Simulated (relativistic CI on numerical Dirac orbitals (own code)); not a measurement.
## Sensitivity of the levels of Pb13+ to α and to the nuclear radius

These numbers are calculated, not measured: Dirac-Coulomb-Breit CI, orbitals from a KLI potential per configuration, derivatives by finite differences, unscaled Slater integrals, QED left out (own radial code, finite nucleus).

CI space (outside the closed core [Kr] 4d10 4f14): 5s2.5p6.5d, 5s2.5p6.5f, 5s2.5p5.5d2, 5s2.5p6.6s, 5s2.5p6.6p, 5s.5p6.5d2, 5s2.5p5.5d.5f. Double excitations out of closed p, d and f shells are left out; levels of such configurations are missing from the list, as are those of other unlisted configurations, and high levels can miss mixing partners.

With x = (α/α₀)² − 1 an excitation energy changes as ω = ω₀ + qx; K = 2q/ω₀ is the relative enhancement. Terms are leading LS components, so labels can repeat. The field-shift factor is F = δν/δ⟨r²⟩ for the transition from the lowest level.

Lowest level 5s2.5p6.5d 2D_3/2.

```
               Level  ω₀ (cm⁻¹)  q (cm⁻¹)  F (GHz/fm²)
   5s2.5p6.5d 2D_5/2      32350     31660         2.46
   5s2.5p6.6s 2S_1/2     447924   -127500          325
 5s2.5p5.5d2 4D°_1/2     519153     23380           15
 5s2.5p5.5d2 4D°_3/2     521775     20810         15.2
 5s2.5p5.5d2 4F°_5/2     533559     23340         15.7
 5s2.5p5.5d2 4G°_7/2     543206     20690         15.5
 5s2.5p5.5d2 4D°_5/2     548674     44220         17.2
 5s2.5p5.5d2 4D°_7/2     558143     51050         17.4
 5s2.5p5.5d2 4G°_9/2     560466     48590         17.8
 5s2.5p5.5d2 4P°_3/2     562751     28950         15.4
 5s2.5p5.5d2 2D°_3/2     567302     48140         17.1
 5s2.5p5.5d2 4P°_5/2     567809     50600         17.8
5s2.5p5.5d2 4G°_11/2     571113     56170         18.6
```

At this charge energies of transitions that change n are usually good to better than 1 %, and those within a shell (Δn = 0) to a few per cent. Levels and lines within the n = 5 or 6 shells can be off by up to 10 % or somewhat more, and those that change n by about 2 %, since core polarisation is missing.

Question: Which transition from the lowest level has the largest |K|?

Answer: 5s2.5p6.5d 2D_5/2 at 32350 cm⁻¹, K = 1.96.
